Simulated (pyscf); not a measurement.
H₃C–BH–CH₃ -> H₂B–CH₂–CH₃, a concerted two-bond exchange (singlet surface; B–C, C–H broken, C–C, B–H formed). Optimised with ωB97X-D3(BJ)/def2-SVP in PySCF. Correlated levels are frozen-core, on RHF or UHF. ΔMP2 is the change of the MP2 total energy from the triple- to the quadruple-zeta basis. Energies in kcal/mol from the reactant's lowest minimum found.

Small-basis levels: PySCF, no dispersion term, spherical d functions. AM1 to PM7: differences of heats of formation from MOPAC, which are fitted to 298 K values and so differ in kind from electronic energies by zero-point and thermal terms. Cost: rough CPU time at the saddle relative to B3LYP/6-31G*, from one job on a shared machine.

```json
[
 {"level": "MP2/6-31G*", "barrier": "70.9", "reaction energy": "+13.0", "cost": "0.08"},
 {"level": "SVWN5/6-31G*", "barrier": "59.8", "reaction energy": "+14.5", "cost": "0.8"},
 {"level": "BP86/6-31G*", "barrier": "(withheld)", "reaction energy": "+13.9", "cost": "1"},
 {"level": "B3LYP/LANL2DZ", "barrier": "65.8", "reaction energy": "+16.4", "cost": "0.8"},
 {"level": "B3LYP/6-311+G**", "barrier": "(withheld)", "reaction energy": "+15.2", "cost": "2"},
 {"level": "B3LYP/def2-SVP", "barrier": "65.0", "reaction energy": "+14.7", "cost": "1"},
 {"level": "PM6", "barrier": "57.7", "reaction energy": "+13.1", "cost": "under 0.02"},
 {"level": "CCSD(T)/def2-TZVPP + ΔMP2(QZVPP)", "barrier": "(withheld)", "reaction energy": "+14.5", "cost": "–"}
]
```

Fill in the missing entries.


- BP86/6-31G*, barrier: 58.7
- B3LYP/6-311+G**, barrier: 63.8
- CCSD(T)/def2-TZVPP + ΔMP2(QZVPP), barrier: 66.5

Against the last row the barrier runs from -8.8 (PM6) to +4.4 kcal/mol (MP2/6-31G*). CCSD(T)/def2-TZVPP + ΔMP2(QZVPP) has limits of its own. On the product side the descent ends in a point that may be a rotor saddle (no frequency run), 2.8 kcal/mol over the lowest minimum found and 51.0 kcal/mol under the saddle at ωB97X-D3(BJ)/def2-TZVP. One saddle was located; it need not be the lowest between these sides. The CCSD(T) − MP2 part came from Ansatz, without density fitting, on the same reference.
